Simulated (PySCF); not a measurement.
B⁺: excitation energy

B⁺ [He] 2s2 (1S) → B⁺ [He] 2s1 3s1 (3S), as a difference of total energies. All numbers are calculated (PySCF 2.14, scalar relativity by spin-free X2C-1e, in x2c-TZVPPall with one added diffuse shell each of s, p, d type (6s4p3d1f, 40 functions)). Correlated levels: valence: 1s2 frozen. The calculations carry no spin-orbit coupling.

Q: Order these methods by the excitation energy they give, lowest first.
A. UHF
B. CCSD (valence)
C. SCS-MP2 (valence)
D. MP2 (valence)

A: A (14.628 eV), D (15.508 eV), C (15.760 eV), B (16.024 eV).

Errors of the correlated levels include the incompleteness of this basis and the frozen core.

With two correlated electrons CCSD is exact in that space.

The coupled-cluster amplitudes are large for the lower state (T1 above 0.03 or a double amplitude above 0.15), so a single reference is strained.

For comparison: 16.090 eV (measured; NIST levels).
